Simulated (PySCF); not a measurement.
Species: C2H8O3Si2.
Z-matrix (Å and degrees, PBE0-D3(BJ)/def2-SVP geometry), rows numbered from 1:
```
C 
O   1  1.4228
C   2  1.3344  1  116.41
O   3  1.2077  2  123.39  1    -0.08
Si  3  1.9229  2  114.55  1   179.83
O   5  1.6450  3  104.98  2   178.56
Si  6  1.6711  5  141.92  3     0.76
H   1  1.0998  2  110.68  3    59.54
H   1  1.0999  2  110.66  3   -60.67
H   1  1.0956  2  106.35  3   179.46
H   5  1.4893  3  109.28  2   -61.96
H   5  1.4889  3  109.60  2    58.95
H   7  1.4921  6  106.05  5   179.99
H   7  1.4901  6  111.04  5    61.85
H   7  1.4901  6  111.05  5   -61.91
```

The calculation used core-valence-separated Tamm–Dancoff BHandHLYP/aug-pcX-1 (pcseg-1 on H, def2-SVPD on Si) in PySCF, non-relativistic, gas phase, PBE0-D3(BJ)/def2-SVP geometry. The energies are unshifted.

(1) List the oxygen K-edge absorption lines.

(2) List the carbon K-edge absorption lines.

## Answers

(1) 
```json
{"E (eV)": "529.14", "f": "0.0456", "core hole on": "O4", "main final orbital": "LUMO (87 %)", "polarisation": "normal to the local trigonal plane"}
{"E (eV)": "532.30", "f": "0.0019", "core hole on": "O6", "main final orbital": "LUMO+2 (55 %)", "polarisation": "–"}
{"E (eV)": "532.55", "f": "0.0209", "core hole on": "O2", "main final orbital": "LUMO (89 %)", "polarisation": "–"}
{"E (eV)": "533.14", "f": "0.0044", "core hole on": "O6", "main final orbital": "LUMO (91 %)", "polarisation": "–"}
{"E (eV)": "533.57", "f": "0.0265", "core hole on": "O6", "main final orbital": "spread", "polarisation": "–"}
{"E (eV)": "533.64", "f": "0.0016", "core hole on": "O4", "main final orbital": "LUMO+1 (65 %)", "polarisation": "in the local trigonal plane"}
{"E (eV)": "534.00", "f": "0.0064", "core hole on": "O4", "main final orbital": "LUMO+2 (56 %)", "polarisation": "in the local trigonal plane"}
{"E (eV)": "534.02", "f": "0.0041", "core hole on": "O6", "main final orbital": "LUMO+4 (31 %)", "polarisation": "–"}
{"E (eV)": "534.23", "f": "0.0150", "core hole on": "O6", "main final orbital": "LUMO+6 (36 %)", "polarisation": "–"}
{"E (eV)": "534.58", "f": "0.0147", "core hole on": "O6", "main final orbital": "LUMO+11 (48 %)", "polarisation": "–"}
{"E (eV)": "534.66", "f": "0.0161", "core hole on": "O2", "main final orbital": "LUMO+3 (34 %)", "polarisation": "–"}
{"E (eV)": "534.72", "f": "0.0001", "core hole on": "O4", "main final orbital": "LUMO+3 (68 %)", "polarisation": "–"}
{"E (eV)": "534.88", "f": "0.0022", "core hole on": "O6", "main final orbital": "spread", "polarisation": "–"}
{"E (eV)": "534.96", "f": "0.0005", "core hole on": "O4", "main final orbital": "LUMO+5 (81 %)", "polarisation": "–"}
```

The first line with a tenth or more of the strongest one's intensity is at 529.14 eV (f = 0.046), with the hole on O4 (carbonyl oxygen), polarised normal to the local trigonal plane: a 1s→π* resonance. It is also the strongest listed.

(2) 
```
E (eV)       f  core hole on  main final orbital                        polarisation
284.38  0.0797            C3         LUMO (80 %)  normal to the local trigonal plane
286.77  0.0480            C1              spread                                   –
287.17  0.0010            C1       LUMO+1 (63 %)                                   –
287.26  0.0039            C1         LUMO (92 %)                                   –
287.85  0.0376            C1       LUMO+7 (45 %)                                   –
288.06  0.0325            C1       LUMO+5 (65 %)                                   –
288.79  0.0022            C1       LUMO+2 (46 %)                                   –
289.17  0.0133            C1       LUMO+3 (46 %)                                   –
289.32  0.0060            C3       LUMO+2 (43 %)         in the local trigonal plane
289.61  0.0101            C1      LUMO+16 (42 %)                                   –
289.61  0.0142            C3              spread         in the local trigonal plane
```

The first line with a tenth or more of the strongest one's intensity is at 284.38 eV (f = 0.080), with the hole on C3 (carbonyl carbon), polarised normal to the local trigonal plane: a 1s→π* resonance. It is also the strongest listed.

Roots within 0.03 eV whose holes lie on the same, on equivalent or on shared atoms are summed into one line, and the highest roots are left out, as the search may have cut off their partners. Final orbitals are the ground state's empty Kohn–Sham orbitals. A dash: too weak, shared between unlike atoms, or no plane or axis to refer to.

Task: What length of transition dipole belongs to the line at 533.57 eV?

Result: From f = (2/3) ΔE |μ|² in atomic units, with ΔE = 19.608 Eh and f = 0.0265: |μ| = 0.045 au = 0.11 D.

The list ends where the root search ended, not at a threshold.

One conformer stands for the species.
